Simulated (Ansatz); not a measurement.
A structure relaxed at PBE-D4/def2-SVP in Ansatz, charge 1, singlet:

```xyz
37

Ga   -0.604   -3.779   -0.811
Ga    0.063    2.864   -2.666
Ga   -0.079   -0.483   -1.757
Ga    0.560    0.411    1.680
Ga   -0.020   -2.879    2.658
Ga    0.700    3.772    0.792
N    -1.355   -1.857   -1.121
N     0.552   -3.626    0.855
N    -1.042    1.232   -1.979
N     1.279    3.363   -1.114
N    -0.745   -0.967    2.241
N    -0.413    2.109    1.382
N     1.118   -0.164   -0.168
H    -1.862   -4.625   -0.395
H     0.371   -3.955   -2.036
H    -0.991    4.023   -2.788
H     0.972    2.205   -3.772
H     0.711   -0.917   -3.030
H     1.769    0.552    2.655
H    -1.296   -3.692    3.084
H     1.293   -2.564    3.469
H    -0.359    4.929    0.689
H     1.980    3.653    1.702
H    -2.013   -2.033   -1.898
H    -1.970   -1.572   -0.346
H     0.678   -4.626    1.094
H     1.514   -3.336    0.619
H    -1.698    1.103   -2.768
H    -1.657    1.505   -1.199
H     2.151    2.812   -1.129
H     1.605    4.297   -1.420
H    -1.608   -1.016    1.681
H    -1.083   -0.687    3.177
H    -1.281    2.034    0.832
H    -0.744    2.424    2.310
H     1.671   -1.027   -0.047
H     1.832    0.516   -0.478
```

Give its formula and point group.

Ga₆N₇H₂₄⁺, a cluster cut from zinc blende GaN (hydrogen-capped). Point group C2v (tolerance 0.1 Å).

Summarise the bond lengths by kind (pairs closer than 1.2 times the sum of covalent radii, bridged metal pairs left out).

14 × Ga–N 1.98 to 2.09 Å; 14 × H–N 1.03 to 1.04 Å; 10 × Ga–H 1.56 to 1.58 Å.

Single mean-field runs in def2-SVP are fitted with def2-universal-jkfit.
